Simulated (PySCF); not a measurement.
The same groups moved round the core (pyridine mercapto). Gas-phase values, no solvent. One relaxed conformer stands for each flexible species; it need not be the lowest. Strings in code marks are SMILES.

Level of theory: PBE-D3(BJ)/def2-TZVP // PBE-D3(BJ)/def2-SVP in PySCF 2.14.0. Excitations are Tamm–Dancoff values on a coarser integration grid. The basis has no diffuse functions, so Rydberg states are missing or too high.

| species | S1 excitation (TDA) (eV) | HOMO (eV) | LUMO (eV) | S1 oscillator strength |
|---|---|---|---|---|
| `Sc1ccccn1` (H–S–C–N torsion 0°) | 4.12 | -5.63 | -1.92 | 0.024 |
| `Sc1cccnc1` (H–S–C–C torsion 0°) | 4.18 | -5.68 | -1.97 | 0.029 |
| `Sc1ccncc1` (H–S–C–C torsion 0°) | 4.37 | -5.95 | -1.86 | 0.000 |
